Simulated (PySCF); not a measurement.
MoSCl2 (triplet). All numbers come from PySCF, UB3LYP, basis Mo def2-SVP with ECP28, S def2-SVP, Cl def2-SVP (scalar-relativistic core potentials, no spin–orbit coupling, density fitting).

Harmonic bands of its minimum:

```
ω (cm⁻¹)  IR (km/mol)
      83          5.3
     100          0.3
     116          0.3
     374         21.9
     420         93.8
     574         55.0
```

**Question.** The central atom is Mo. Infer the point group and assign the bands.

**Answer.** C2v. The modes span b1 + 3a1 + 2b2: 83 b1, 100 a1, 116 b2, 374 a1, 420 b2, 574 a1. The computed geometry has Mo–Cl 2.285 Å (×2), Mo–S 2.097 Å; Cl–Mo–Cl 121.9°, Cl–Mo–S 119.1° (×2).

This need not be the most stable arrangement of these atoms. Other spin states or occupations of the open shell can lie lower.
